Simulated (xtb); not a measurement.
O4Os, charge -1, doublet, from a rough starting geometry (GFN-xTB shapes and energies of metal compounds can be far from the true ones) (the multiplicity is a formal guess); GFN2-xTB run with xtb.

The xtb input:
```
$ xtb mol.xyz --gfn 2 --chrg -1 --uhf 1 --opt vtight --json

# file mol.xyz
5

Os    -0.01698420    -0.01362199     0.03251029
O      1.10788882     0.69829119    -0.97737341
O      0.71759468    -0.82735570     1.22212729
O     -0.96446503    -0.99885249    -0.82552248
O     -0.93766380     1.18627352     0.65398310
```

Task: Write the output that xtb gives for this input, abridged.

Result: 
```
   ID    Z sym.   atoms
    1   76 Os     1
    2    8 O      2-5

           -------------------------------------------------
          |                Calculation Setup                |
           -------------------------------------------------

           -------------------------------------------------
          |                 G F N 2 - x T B                 |
           -------------------------------------------------

          ...................................................
          :                      SETUP                      :
          :.................................................:
          :  # basis functions                  26          :
          :  # atomic orbitals                  25          :
          :  # shells                           11          :
          :  # electrons                        33          :
          :  max. iterations                   250          :
          :  Hamiltonian                  GFN2-xTB          :
          :  restarted?                      false          :
          :  GBSA solvation                  false          :
          :  PC potential                    false          :
          :  electronic temp.          300.0000000     K    :
          :  accuracy                    1.0000000          :
          :  -> integral cutoff          0.2500000E+02      :
          :  -> integral neglect         0.1000000E-07      :
          :  -> SCF convergence          0.1000000E-05 Eh   :
          :  -> wf. convergence          0.1000000E-03 e    :
          :  Broyden damping             0.4000000          :
          :  net charge                         -1          :
          :  unpaired electrons                  1          :
          ...................................................

 iter      E             dE          RMSdq      gap      omega  full diag
   1    -19.7225884 -0.197226E+02  0.690E+00    0.01       0.0  T
   2    -19.7118137  0.107747E-01  0.576E+00    0.03       1.0  T
   3    -19.7254843 -0.136707E-01  0.622E+00    0.09       1.0  T
   4    -19.7144648  0.110195E-01  0.525E+00    0.07       1.0  T
   5    -19.7391083 -0.246435E-01  0.129E+00    0.02       1.0  T
   6    -19.7399184 -0.810122E-03  0.997E-01    0.01       1.0  T
   7    -19.7403199 -0.401485E-03  0.244E-01    0.01       1.0  T
   8    -19.7403721 -0.521748E-04  0.920E-02    0.01       1.0  T
   9    -19.7403656  0.654265E-05  0.929E-02    0.01       1.0  T
  10    -19.7403752 -0.961858E-05  0.331E-02    0.01       1.4  T
  11    -19.7403765 -0.135164E-05  0.130E-02    0.01       3.4  T
  12    -19.7403766 -0.629175E-07  0.130E-02    0.01       3.4  T
  13    -19.7403766 -0.588986E-07  0.202E-03    0.01      22.1  T
  14    -19.7403766 -0.346421E-08  0.152E-03    0.01      29.5  T
  15    -19.7403766 -0.928644E-09  0.179E-04    0.01     250.2  T
  16    -19.7403766  0.235012E-10  0.385E-04    0.01     116.2  T

   *** convergence criteria satisfied after 16 iterations ***

         :::::::::::::::::::::::::::::::::::::::::::::::::::::
         ::                     SUMMARY                     ::
         :::::::::::::::::::::::::::::::::::::::::::::::::::::
         :: total energy             -19.670315669579 Eh    ::
         :: gradient norm              0.111068344797 Eh/a0 ::
         :: HOMO-LUMO gap              0.006079797041 eV    ::
         ::.................................................::
         :: SCC energy               -19.740376321864 Eh    ::
         :: -> isotropic ES            0.257300303682 Eh    ::
         :: -> anisotropic ES         -0.011705191036 Eh    ::
         :: -> anisotropic XC         -0.002854702861 Eh    ::
         :: -> dispersion             -0.003608618935 Eh    ::
         :: repulsion energy           0.070060652285 Eh    ::
         :: add. restraining           0.000000000000 Eh    ::
         :: total charge              -1.000000000000 e     ::
[...]
 * total energy  :   -19.6854839 Eh     change       -0.4453748E-03 Eh
 * total energy  :   -19.6851016 Eh     change        0.3823513E-03 Eh
 * total energy  :   -19.6881775 Eh     change       -0.3075921E-02 Eh
 * total energy  :   -19.6882463 Eh     change       -0.6879204E-04 Eh
 * total energy  :   -19.6883448 Eh     change       -0.9848496E-04 Eh
 * total energy  :   -19.6883491 Eh     change       -0.4320716E-05 Eh
 * total energy  :   -19.6883562 Eh     change       -0.7117341E-05 Eh
 * total energy  :   -19.6883593 Eh     change       -0.3077579E-05 Eh
 * total energy  :   -19.6883662 Eh     change       -0.6930706E-05 Eh
 * total energy  :   -19.6883681 Eh     change       -0.1820522E-05 Eh
 * total energy  :   -19.6883682 Eh     change       -0.1852883E-06 Eh
 * total energy  :   -19.6883683 Eh     change       -0.1431621E-07 Eh
   *** GEOMETRY OPTIMIZATION CONVERGED AFTER 22 ITERATIONS ***
         :: total energy             -19.688368262803 Eh    ::
[...]
         7        2.0000           -0.3386782              -9.2159
         8        2.0000           -0.3372597              -9.1773
         9        2.0000           -0.3372440              -9.1769
        10        2.0000           -0.3296434              -8.9701
        11        2.0000           -0.2968009              -8.0764
        12        2.0000           -0.2959707              -8.0538
        13        2.0000           -0.2959646              -8.0536
        14        2.0000           -0.2714317              -7.3860
        15        2.0000           -0.2714285              -7.3859
        16        2.0000           -0.2684359              -7.3045
        17        1.0000           -0.1805242              -4.9123 (HOMO)
        18        0.0000           -0.1504832              -4.0949 (LUMO)
        19                         -0.1082194              -2.9448
        20                         -0.1082117              -2.9446
        21                         -0.0042390              -0.1153
        22                          0.5286056              14.3841
        23                          0.6870832              18.6965
        24                          0.6871554              18.6985
        25                          0.7571812              20.6039
      -------------------------------------------------------------
                  HL-Gap            0.0300409 Eh            0.8175 eV
             Fermi-level           -0.1949919 Eh           -5.3060 eV

     #   Z          covCN         q      C6AA      α(0)
     1  76 Os       3.235     0.946   267.400    33.613
     2   8 O        0.809    -0.486    23.511     6.500
     3   8 O        0.809    -0.486    23.510     6.500
     4   8 O        0.809    -0.486    23.510     6.500
     5   8 O        0.809    -0.486    23.510     6.500

 Mol. C6AA /au·bohr⁶  :       1245.167625
 Mol. C8AA /au·bohr⁸  :      74807.090574
 Mol. α(0) /au        :         59.611140

Wiberg/Mayer (AO) data.
largest (>0.10) Wiberg bond orders for each atom

 ---------------------------------------------------------------------------
     #   Z sym  total        # sym  WBO       # sym  WBO       # sym  WBO
 ---------------------------------------------------------------------------
     1  76 Os   7.135 --     4 O    1.784     2 O    1.784     5 O    1.784
                             3 O    1.784
     2   8 O    2.304 --     1 Os   1.784     5 O    0.179     3 O    0.179
                             4 O    0.163
     3   8 O    2.304 --     1 Os   1.784     4 O    0.179     2 O    0.179
                             5 O    0.163
     4   8 O    2.304 --     1 Os   1.784     5 O    0.179     3 O    0.179
                             2 O    0.163
     5   8 O    2.304 --     1 Os   1.784     4 O    0.179     2 O    0.179
                             3 O    0.163
 ---------------------------------------------------------------------------

Topologies differ in total number of bonds
Writing topology from bond orders to xtbtopo.mol

molecular dipole:
                 x           y           z       tot (Debye)
 q only:        0.035      -0.017      -0.040
   full:        0.035      -0.017      -0.041       0.144
molecular quadrupole (traceless):
                xx          xy          yy          xz          yz          zz
 q only:       -1.745      -0.096      -1.597      -0.492       0.995       3.342
  q+dip:       -1.997      -0.109      -1.828      -0.563       1.139       3.825
   full:       -1.844      -0.101      -1.689      -0.520       1.052       3.533

optimized geometry written to: xtbopt.xyz

           -------------------------------------------------
          | TOTAL ENERGY              -19.688368262803 Eh   |
          | GRADIENT NORM               0.000048156992 Eh/α |
          | HOMO-LUMO GAP               0.817455391463 eV   |
           -------------------------------------------------

normal termination of xtb
```
